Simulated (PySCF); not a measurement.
Sn(F)(SiH3)3, H9FSi3Sn, SMILES [SiH3][Sn]([SiH3])([F])[SiH3] (PBE0/def2-SVP optimised geometry):

```
14

F      1.139     1.243     3.595
Sn     0.409     0.265     2.055
Si     1.354    -2.123     2.302
Si    -2.150     0.413     2.350
Si     1.306     1.542     0.000
H      2.847    -2.097     2.272
H      0.859    -2.948     1.157
H      0.888    -2.737     3.581
H     -2.596     1.838     2.333
H     -2.564    -0.227     3.635
H     -2.799    -0.313     1.214
H      0.804     2.948     0.000
H      2.799     1.542     0.000
H      0.819     0.852    -1.235
```

Calculation: PBE0/def2-TZVP, def2 effective core potentials past Kr (PySCF).

Problem. What are the frontier orbital energies and the dipole moment?

Solution. HOMO-2 -10.00 eV, HOMO-1 -7.72 eV, HOMO -7.72 eV, LUMO -1.45 eV, LUMO+1 -0.78 eV; dipole moment 2.70 D.

On the same geometry PBE/def2-TZVP, def2 effective core potentials past Kr (PySCF) gives HOMO-2 -8.47 eV, HOMO-1 -6.67 eV, HOMO -6.67 eV, LUMO -2.21 eV, LUMO+1 -1.63 eV; dipole moment 2.51 D.
